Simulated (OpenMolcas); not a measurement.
# Mo4+ in a point-charge field

Mo4+ among 4 point charges of -1.3 e arranged as a square (D4h), 2.13 Å from the ion.

- Program: OpenMolcas
- Method: SS-CASPT2, IPEA 0.25 Eh, imaginary shift 0.1 Eh (closed shells correlated: 4s 4p)
- Basis: ANO-RCC-VDZP [6s5p3d1f]
- Scalar Hamiltonian: DKH2, point nucleus
- Active space: 2 electrons in 5 orbitals (4d)
- State averaging: 2S+1 = 3 even, 10 roots; 2S+1 = 1 even, 15 roots
- Spin-orbit coupling: state interaction with AMFI integrals over the reference wave functions

The lowest spin-free states (labels of D4, the rotations of D4h), above the lowest:

| State | Degeneracy | E (cm-1) | Free-ion L (%) |
| --- | --- | --- | --- |
| 3A2 | 1 | 0 | F (92) |
| 3E | 2 | 390 | F (84) |
| 3B2 | 1 | 4350 | F (100) |
| 3E | 2 | 7720 | F (91) |
| 1B2 | 1 | 9210 | D (86) |
| 3B1 | 1 | 9660 | F (100) |
| 1B1 | 1 | 10210 | D (70) |
| 1E | 2 | 10420 | G (68) |
| 1A1 | 1 | 10420 | G (70) |
| 3E | 2 | 15640 | P (75) |
| 1A1 | 1 | 16100 | D (59) |
| 1B2 | 1 | 16990 | G (86) |
| 1E | 2 | 18090 | D (55) |
| 1B1 | 1 | 22080 | G (70) |
| 1E | 2 | 25420 | G (87) |
| 3A2 | 1 | 28810 | P (92) |
| 1A1 | 1 | 33880 | G (90) |
| 1A2 | 1 | 35360 | G (100) |
| 1A1 | 1 | 49230 | S (80) |

The lowest levels with spin-orbit coupling:

| E (cm-1) | Degeneracy | Label | 2S+1 | g |
| --- | --- | --- | --- | --- |
| 0 | 1 | A1 | 3 |  |
| 640 | 2 | E | 3 | 0.00 0.00 3.01 |
| 1580 | 1 | A2 | 3 |  |
| 1960 | 1 | B1 | 3 |  |
| 2280 | 1 | B2 | 3 |  |
| 2670 | 2 | E | 3 | 0.00 0.00 2.63 |
| 2940 | 1 | A1 | 3 |  |
| 5830 | 2 | E | 3 | 0.00 0.00 2.47 |
| 6030 | 1 | B1 | 3 |  |
| 7210 | 1 | B2 | 3 (85 %) |  |
| 8170 | 1 | B1 | 3 |  |
| 9220 | 2 | E | 3 | 0.00 0.00 5.13 |
| 10510 | 1 | A1 | 3 |  |
| 10550 | 1 | A2 | 3 |  |
| 11300 | 2 | E | 3 (77 %) | 0.00 0.00 3.94 |
| 11400 | 1 | B2 | 3 (76 %) |  |
| 11530 | 1 | B2 | 1 (60 %) |  |
| 11960 | 1 | B1 | 1 |  |
| 12210 | 1 | A1 | 1 |  |
| 12460 | 2 | E | 1 (74 %) | 0.00 0.00 0.50 |

Powder χT (cm3 K/mol): 0 at 2 K, 0.00227 at 10 K, 0.0114 at 50 K, 0.0228 at 100 K, 0.0531 at 200 K, 0.106 at 300 K. The effective moment at 300 K is 2.828 √(χT) = 0.92 μB.

The lowest level has 2S+1 = 3, for which the spin-only value is χT = S(S+1) / 2 = 1.000 cm3 K/mol (g = 2). The computed 0.106 at 300 K differs by -0.894, through orbital momentum, spin-orbit coupling and any other state in reach.

Spin-orbit coupling mixes the spin-free states strongly: the lowest level takes only 52 % from its leading state, 3E, which lies 385 cm-1 above the lowest spin-free state. Free-ion shares, where given, are those of the reference states; single-state CASPT2 does not remix them. This is an electrostatic model: the charges have no orbitals. No measured value stands beside these numbers.

The CASPT2 steps took 1.4 s on 1 thread of Arm Neoverse V2 (shared host); the integral step is not counted.

With an even number of electrons the g values are those of a degenerate or nearly degenerate non-Kramers pair.
